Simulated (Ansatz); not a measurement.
Total energies of 4CzIPN, `N#Cc1c(-n2c3ccccc3c3ccccc32)c(C#N)c(-n2c3ccccc3c3ccccc32)c(-n2c3ccccc3c3ccccc32)c1-n1c2ccccc2c2ccccc21` from Ansatz at PBE0-D4/def2-SVP, gas phase (1 Eh = 27.2114 eV = 2625.5 kJ/mol). The reference geometry is relaxed at PBE-D4/def2-SVP.

```tsv
state	geometry	energy (Eh)
charge 0 singlet	reference	-2477.34692
charge 1 doublet	reference	-2477.08790
charge -1 doublet	reference	-2477.41041
free N atom (quartet)	–	-54.47898
free C atom (triplet)	–	-37.76066
free H atom (doublet)	–	-0.50029
```

Single mean-field runs in def2-SVP are fitted with def2-universal-jkfit.

Problem. Work out the vertical ionisation energy to the doublet.

Solution. E(charge 1 doublet) − E(charge 0 singlet) = -2477.08790 − (-2477.34692) = 0.25902 Eh = 7.05 eV. For comparison, −ε of the highest occupied level is 6.12 eV at this level, 0.93 eV less.

Problem. Work out the vertical electron affinity, to the doublet.

Solution. E(charge 0 singlet) − E(charge -1 doublet) = -2477.34692 − (-2477.41041) = 0.06349 Eh = 1.73 eV. The basis lacks diffuse functions, which makes affinities too small.

Problem. Give the fundamental gap IE − EA, the Mulliken electronegativity (IE + EA)/2 and the hardness (IE − EA)/2.

Solution. From the values in Eh: IE − EA = 0.25902 − 0.06349 = 0.19553 Eh = 5.32 eV; (IE + EA)/2 = 4.39 eV; (IE − EA)/2 = 2.66 eV. The HOMO–LUMO gap of the same run is 3.48 eV, 1.84 eV smaller than the fundamental gap.

Problem. What is the binding energy per atom against free atoms?

Solution. Atoms: 6 × (-54.47898) + 56 × (-37.76066) + 32 × (-0.50029) = -2457.48012 Eh. Binding: -2457.48012 − (-2477.34692) = 19.86680 Eh = 540.60 eV, or 5.75 eV for each of 94 atoms (no zero-point energy, no counterpoise term).
